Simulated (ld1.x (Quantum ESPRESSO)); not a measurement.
**u(r) = r·R(r): atom against pseudo-atom (carbon (C))**

Columns: radius, all-electron u(r) and pseudo u(r) of the 2p shell (level -5.35 eV) of carbon in the configuration [He] 2s2 2p2; PW91, non-relativistic, TM scheme, ld1.x (Quantum ESPRESSO) 7.5.

```csv
r (bohr),all-electron,pseudo
0.148,0.0912,0.0263
0.295,0.2499,0.1006
0.443,0.4012,0.2133
0.590,0.5208,0.3468
0.738,0.6088,0.4841
0.885,0.6664,0.6053
1.033,0.6982,0.6983
1.180,0.7089,0.7546
1.328,0.7038,0.7750
1.475,0.6873,0.7645
1.623,0.6629,0.7321
1.770,0.6334,0.6872
1.918,0.6004,0.6372
2.065,0.5661,0.5879
2.213,0.5309,0.5419
2.360,0.4962,0.5006
2.508,0.4620,0.4633
2.655,0.4293,0.4295
2.802,0.3980,0.3980
2.950,0.3681,0.3681
3.098,0.3401,0.3401
3.245,0.3140,0.3140
3.393,0.2895,0.2895
3.540,0.2669,0.2669
3.688,0.2459,0.2459
3.835,0.2266,0.2266
```

Task: How many radial nodes do the two functions have?

Result: The all-electron 2p function has n − l − 1 = 0; the pseudo-wave has 0.

Task: At about which radius was the pseudo-wave matched?

Result: 2.95 bohr. The columns agree to 0.0005 from 2.65 bohr on; several derivatives are matched, so the curves merge somewhat inside the radius.

Task: Is the pseudo-wave norm-conserving?

Result: Yes: the TM scheme keeps the norm inside the radius equal to the all-electron one, which fixes the energy derivative of the logarithmic derivative at the level.
